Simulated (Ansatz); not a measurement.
Consider the formal hydrolysis of the Si–N bond: `C[SiH](N)NC#N` + H₂O → `C[SiH](N)O` + `N#CN`.

Program: Ansatz. Geometries: PBE0-D4/def2-TZVP. ΔE: electronic, gas phase. CCSD(T)/CBS is the MP2 limit (def2-TZVPP, def2-QZVPP) plus CCSD(T) − MP2 in def2-TZVPP, frozen cores. This one scheme is used for every species. Functionals use def2-TZVPP. Each species was taken in one conformer, which may not be the lowest.

`C[SiH](N)NC#N`:

Cartesian coordinates in Å:
```
C 1.581 -0.005 0.083
Si -0.191 0.207 0.578
N -0.884 1.757 0.440
N -1.108 -0.829 -0.515
C -0.630 -1.901 -1.134
N -0.177 -2.822 -1.668
H 2.227 0.567 0.754
H 1.750 0.343 -0.939
H 1.881 -1.055 0.131
H -0.418 -0.186 1.993
H -1.125 2.290 1.257
H -0.798 2.333 -0.381
H -2.106 -0.697 -0.600
```

H₂O:

```xyz
3

O     0.374    0.015    0.108
H     0.005   -0.423   -0.662
H    -0.379    0.408    0.555
```

`C[SiH](N)O`:

Z-matrix (Å, degrees):
```
C
Si 1 1.862
H 1 1.092 2 110.2
H 1 1.094 2 111.2 3 119.4
H 1 1.093 2 111.4 3 -119.9
N 2 1.716 1 106.8 3 175.6
O 2 1.649 1 113.3 3 54.6
H 2 1.487 1 110.5 3 -59.5
H 6 1.006 2 120.4 1 21.4
H 6 1.007 2 121.6 1 170.4
H 7 0.959 2 115.6 1 73.3
```

`N#CN`:

```xyz
5

N     1.405    1.284    0.040
C     0.584    0.476   -0.023
N    -0.334   -0.487   -0.137
H    -0.451   -1.068    0.680
H    -1.205   -0.204   -0.559
```

Question: Is it downhill or uphill in electronic energy at CCSD(T)/CBS, and by how much? (Estimate.)

Answer: Computed: Downhill: ΔE = -26.8 kJ/mol.

Question: What do these levels give: PBE-D4, r2SCAN-D4, ωB97M-V, r2SCAN, PBE0, HF/def2-TZVPP, SCS-MP2/def2-TZVPP, CCSD(T)/def2-TZVPP, HF/def2-QZVPP, MP2/def2-QZVPP, HF/CBS(def2), MP2/CBS(def2)? (Best estimate.)

Answer: Computed: PBE-D4 -27.9, r2SCAN-D4 -32.0, ωB97M-V -31.7, r2SCAN -33.7, PBE0 -32.3, HF/def2-TZVPP -41.1, SCS-MP2/def2-TZVPP -30.1, CCSD(T)/def2-TZVPP -29.4, HF/def2-QZVPP -40.7, MP2/def2-QZVPP -25.0, HF/CBS(def2) -40.6, MP2/CBS(def2) -24.1 kJ/mol.

Largest T1 diagnostic among the species: 0.014.

In def2-TZVPP, CCSD(T) changes the Hartree–Fock value by +11.7 kJ/mol (the triples alone add +1.9 kJ/mol) and MP2 by +14.5 kJ/mol. The D4 term adds +7.8 kJ/mol with B3LYP and +4.7 kJ/mol with PBE0; it sums over pairs of atoms, weighted by their polarisabilities, and B3LYP, whose exchange is more repulsive, gets the larger term.

B3LYP here is the variant with VWN-RPA as its local correlation; programs differ in this.
